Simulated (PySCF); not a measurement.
The dipole of `CS[Si@@H](O)C#N` from its density and from atomic charges.

Coordinates (GFN2-xTB, Å) and charges (e) from the PBE0/pcSseg-1 density (PySCF):

```tsv
atom	x	y	z	Mulliken	IAO	Hirshfeld	ESP-fitted
C1	1.897	-0.373	-0.114	-0.4095	-0.4970	-0.1097	-0.4096
S2	0.536	-1.010	0.911	-0.3142	-0.1908	-0.0948	-0.2609
Si3	-1.166	-0.225	-0.137	+0.9528	+1.0823	+0.4320	+0.4897
O4	-2.502	-0.527	0.711	-0.5252	-0.7731	-0.2885	-0.5968
C5	-0.831	1.611	-0.300	-0.2134	-0.1931	-0.0369	+0.2059
N6	-0.543	2.715	-0.401	-0.1993	-0.1873	-0.1897	-0.3847
H7	1.855	-0.828	-1.098	+0.1602	+0.1601	+0.0496	+0.1530
H8	2.819	-0.652	0.385	+0.1696	+0.1783	+0.0595	+0.2214
H9	1.826	0.708	-0.188	+0.1752	+0.1662	+0.0458	+0.1542
H10	-1.372	-0.796	-1.454	-0.0588	-0.1279	-0.0604	-0.0188
H11	-2.513	-0.621	1.661	+0.2626	+0.3824	+0.1930	+0.4467
```

**Question.** What dipole does each set of charges give (1 e·Å = 4.803 D), and what does the density give?

**Answer.** The full density gives (0.58, -2.50, 0.35) D, 2.59 D in size; dipole vectors point from the negative to the positive end.

```
    scheme    μx     μy     μz  size (D)  share of the full size (%)  angle to the full dipole (°)
  Mulliken  0.28  -2.82  -1.07      3.03                         117                            29
       IAO  0.99  -2.61   0.00      2.80                         108                            11
 Hirshfeld  0.16  -2.41   0.56      2.48                          96                            11
ESP-fitted  0.65  -2.48   0.32      2.59                         100                             2
```

**Question.** Which set comes closest?

**Answer.** Length of the difference vector: ESP-fitted 0.08 D, Hirshfeld 0.48 D, IAO 0.55 D, Mulliken 1.48 D. Closest: ESP-fitted. ESP charges are fitted to the potential around the molecule, whose slowest-falling term is the dipole's. The schemes that divide the density aren't constrained to reproduce the dipole.

**Question.** What is left for the Hirshfeld atoms' own dipoles?

**Answer.** The shares of the density sum to the whole, so what Σ q r misses lies in dipoles about the nuclei. The atomic dipoles sum to (0.58, -2.50, 0.35) − (0.16, -2.41, 0.56) = (0.42, -0.09, -0.21) D, 0.48 D in size.

**Question.** With the origin at the mean of the coordinates, (0.000, 0.000, -0.002) Å, which are the largest single terms, by size, of the IAO dipole along the direction of the full one?

**Answer.** N6 +2.52, C1 -1.84, C5 +1.65, H8 +1.12, S2 -1.11 D; all 11 atoms together +2.75 D. The single terms depend on the origin, their sum doesn't.

**Question.** Give the size of the full dipole in other units.

**Answer.** 2.59 D = 1.019 au = 0.539 e·Å = 8.64 × 10⁻³⁰ C·m.

Geometry: GFN2-xTB, one conformer, isolated molecule.

The run behind these numbers computed NMR shieldings as well. Time: 19 s of wall time (grids of density and orbitals included); peak memory 0.70 GiB. Hardware: an Arm Neoverse V1 with one thread, shared host.

Shape of the structure used: `[CH3:1][S:2][Si@@H:3]([OH:4])[C:5]#[N:6]`: C1–S2–Si3–O4 -173°, H–O4–Si3–S2 28°.
